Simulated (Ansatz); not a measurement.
Ansatz results at the PBE0-D4/def2-TZVP geometry: size of the dipole moment (PBE/def2-TZVPP) 2.77 D; HOMO–LUMO gap (B3LYP/def2-TZVPP) 5.28 eV; HOMO energy (B3LYP/def2-TZVPP) -8.29 eV.

Each molecule was computed in one conformer, which needn't be the lowest.

Question: Which molecule gave them?
A. `N[SiH2]C[SeH]`
B. `[BH2][GeH2][O][SiH2]F`
C. `O[B](F)[GeH2][SiH3]`
D. `Cl[SiH2][SnH3]`

Answer: B. The others give `N[SiH2]C[SeH]`: 0.86, 6.00, -6.32; `O[B](F)[GeH2][SiH3]`: 1.88, 6.99, -7.85; `Cl[SiH2][SnH3]`: 1.12, 6.89, -7.70.

B3LYP here is the variant with VWN-RPA as its local correlation; programs differ in this.
